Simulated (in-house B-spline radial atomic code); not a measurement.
The numbers below are computed, except where a source is named.
## Ghost states of the separable form: Ta

Ta, [Xe] 4f14 5d3 6s2, non-relativistic PBE (a model for so heavy an element), spherical and spin-unpolarised, from an all-electron radial atomic-structure program (B-spline basis) (atomic units; all potentials screened as in the neutral atom).

Troullier-Martins channels: 6s (ε = -0.1689, r_c = 3.112 bohr), 5d (ε = -0.1752, r_c = 1.496 bohr), 4f (ε = -1.1895, r_c = 1.496 bohr). In the Kleinman-Bylander form one channel serves as the local potential, and each other channel l becomes |δV u><u δV|/<u|δV|u>, with δV = V_l − V_local and u the pseudo-orbital. Its strength is E_KB = <u|δV²|u>/<u|δV|u>. By the analysis of Gonze, Stumpf and Scheffler a spurious state lies below the reference level ε if E_KB > 0 and ε is above the second level of the local potential alone, or if E_KB < 0 and ε is above its first. The table's levels are those of angular momentum l in a sphere of 9 bohr, whose wall can lift a shallow ε a little above its free-atom value.

```tsv
local	channel	<u δV u>	<u δV² u>	ε	first local level	second local level
s	d	-1.6637	6.082	-0.1751	0.0654	0.3143
s	f	-21.061	587.13	-1.1895	0.1962	0.4953
d	s	0.16459	0.39053	-0.1675	-3.0658	-0.4293
d	f	-15.332	366.76	-1.1895	0.1920	0.4599
f	s	0.17999	1.1917	-0.1675	-31.3108	-10.5567
f	d	0.1416	6.1414	-0.1751	-10.9775	-0.0145
```

Task: Apply the rule to each row.

Result: Local s, channel d: E_KB = -3.66, so ε = -0.1751 is set against 0.0654: no ghost. Local s, channel f: E_KB = -27.9, so ε = -1.1895 is set against 0.1962: no ghost. Local d, channel s: E_KB = +2.37, so ε = -0.1675 is set against -0.4293: a ghost. Local d, channel f: E_KB = -23.9, so ε = -1.1895 is set against 0.1920: no ghost. Local f, channel s: E_KB = +6.62, so ε = -0.1675 is set against -10.5567: a ghost. Local f, channel d: E_KB = +43.4, so ε = -0.1751 is set against -0.0145: no ghost.

Diagonalising the separable Hamiltonian gives:

```
local  channel         three lowest levels  all-electron, two lowest valence levels
    s        d     -0.1751, 0.1183, 0.4319                          -0.1751, 0.1162
    s        f     -1.1895, 0.1964, 0.4968                          -1.1895, 0.1927
    d        s    -1.7018, -0.1675, 0.1162                          -0.1675, 0.1171
    d        f     -1.1895, 0.1930, 0.4692                          -1.1895, 0.1927
    f        s  -27.9179, -8.7674, -0.1675                          -0.1675, 0.1171
    f        d     -0.1751, 0.1162, 0.4196                          -0.1751, 0.1162
```

Task: Which choices of local channel are safe?

Result: Free of ghosts: s. With d local the s channel has a ghost 1.53 hartree below ε, since the local potential binds more than one state below ε, and a repulsive term of rank one raises each level at most to the next, so it clears only one of them. With f local the s channel has two ghosts, the lowest 27.75 hartree below ε, since the local potential binds more than one state below ε, and a repulsive term of rank one raises each level at most to the next, so it clears only one of them. Among the safe choices the second level, which tests transfer, is off by at most 3.7 millihartree (s local).
